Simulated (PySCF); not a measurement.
A structure optimised at PBE-D3(BJ)/def2-TZVPD, used in a PySCF frequency run:

```
Ag
F 1 1.9977
```
Charge 0, spin multiplicity 1.

Write its SMILES, formula and point group.

[F][Ag], AgF, C∞v

What are its rotational constants (standard atomic weights)?

7.8396 GHz (linear rotor, B only)
